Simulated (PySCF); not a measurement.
Cyclooctasulfur, S8.
SMILES with atom numbers: `[S:1]1[S:2][S:3][S:4][S:5][S:6][S:7][S:8]1`

Geometry (GFN2-xTB, Å), atoms numbered from 1 in this order:
```
atom  x, y, z in Å
S1     0.0340    2.2810   -0.9266
S2     1.7069    1.6833    0.1072
S3     2.3495   -0.1032   -0.6795
S4     1.6449   -1.6255    0.5088
S5    -0.0486   -2.3966   -0.3632
S6    -1.6884   -1.5634    0.5549
S7    -2.3642   -0.0113   -0.6102
S8    -1.6251    1.7452    0.1615
```

Method used: PBE0/def2-SVPD in PySCF (dipole) on a GFN2-xTB geometry, gas phase.

Take the most abundant isotopes and a rigid rotor. The values belong to one conformer with, in the numbering `[S:1]1[S:2][S:3][S:4][S:5][S:6][S:7][S:8]1`, S8–S1–S2–S3 98°, S1–S2–S3–S4 -98°, S2–S3–S4–S5 98°, S3–S4–S5–S6 -98°.

(1) What are A, B and C (MHz)?

(2) What kind of rotor is it?

(3) What does the inertial defect say?

## Answers

(1) Ia = 771.71, Ib = 773.26, Ic = 1420.85 u·Å²; 505379 MHz·u·Å²/I gives A = 654.9, B = 653.6, C = 355.7 MHz.

(2) An oblate symmetric top, as the point group D4d requires two equal moments; the computed ones differ by 0.20 % because the geometry is symmetric only within the optimiser's tolerance: κ = (2 × 653.6 − 654.9 − 355.7)/(654.9 − 355.7) = 0.99.

(3) Not planar: Δ = Ic − Ia − Ib = -124.12 u·Å². For a rigid frame Δ = −2 Σ m c², so Σ m c² = 62.06 u·Å² lies off the ab plane. The atom farthest from that plane is 0.50 Å away.

The point group D4d allows no dipole (computed: 0.00 D), so a rigid rotor has no electric-dipole lines.

Question: Estimate the classical rotational partition function at 25 K, 100 K and 500 K.

Answer: Point group D4d, symmetry number σ = 8; q = (√π/σ)·√((kT/h)³/(ABC)), k/h = 20836.6 MHz/K: 6750 at 25 K, 54000 at 100 K, 604000 at 500 K.

Stationary, but not proved a minimum. These are rigid-rotor constants of the computed structure; measured ground-state constants (B0) also hold zero-point vibration.
